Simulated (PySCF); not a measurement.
Start geometry of `C=CC1=CC=C(B(O)O)C=C1` (4-vinylphenylboronic acid) from GFN2-xTB (Å):
```
atom  x, y, z in Å
C1    -3.8297   -0.4460    0.2610
C2    -2.9019    0.1932   -0.4410
C3    -1.4596    0.0927   -0.2503
C4    -0.6043    0.4985   -1.2763
C5     0.7647    0.4001   -1.1389
C6     1.3419   -0.0929    0.0323
B7     2.9034   -0.2011    0.1881
O8     3.6848    0.1905   -0.8518
O9     3.4068   -0.6828    1.3543
C10    0.4817   -0.4795    1.0617
C11   -0.8880   -0.3914    0.9270
H12   -3.5852   -1.1228    1.0622
H13   -4.8781   -0.3257    0.0472
H14   -3.2086    0.8371   -1.2569
H15   -1.0263    0.8837   -2.1947
H16    1.4143    0.7107   -1.9433
H17    4.6327    0.1148   -0.7365
H18    4.3604   -0.7403    1.4250
H19    0.9109   -0.8511    1.9800
H20   -1.5248   -0.6856    1.7478
```

Q: What comes out of this run: PBE0-D3(BJ)/def2-SVP geometry optimisation, gas phase (PySCF 2.14.0)?

A: 
```
atom  x, y, z in Å
C1    -3.9393   -0.2939    0.4525
C2    -2.9780    0.1152   -0.3846
C3    -1.5266    0.0278   -0.1855
C4    -0.6716    0.4968   -1.1950
C5     0.7102    0.4337   -1.0523
C6     1.2941   -0.0994    0.1049
B7     2.8468   -0.1702    0.2668
O8     3.6225    0.2955   -0.7567
O9     3.3482   -0.6945    1.4243
C10    0.4363   -0.5674    1.1146
C11   -0.9431   -0.5069    0.9760
H12   -3.7191   -0.7587    1.4172
H13   -4.9939   -0.1749    0.1944
H14   -3.2809    0.5698   -1.3348
H15   -1.1075    0.9171   -2.1058
H16    1.3565    0.8047   -1.8517
H17    4.5714    0.2367   -0.6175
H18    4.3066   -0.7235    1.4857
H19    0.8706   -0.9868    2.0257
H20   -1.5801   -0.8794    1.7814
```

The energy falls by 5.8 kJ/mol over 9 energy and gradient evaluations, the largest force component goes from 0.0110 to 2.3e-04 Eh/bohr, and the atoms move by 0.159 Å rms after alignment. Among the bonds, C1–H12 and C1–H13 change most and about equally (+0.015 to +0.016 Å). Bonds longer at the end by more than 0.005 Å: 17 of 20; shorter: 1. Among the dihedrals that turn most is C1–C2–C3–C11, from -19° to -1°. Rotational constants go from 3408, 550.0, 474.9 to 3377, 546.1, 470.1 MHz. The orientation of the end geometry is arbitrary; only internal coordinates are fixed.

The run used 199 basis functions and 67 SCF cycles in all.

No PBE0-D3(BJ)/def2-SVP frequencies stand behind this structure, so it isn't proved a minimum. The numbers are those of one conformer.
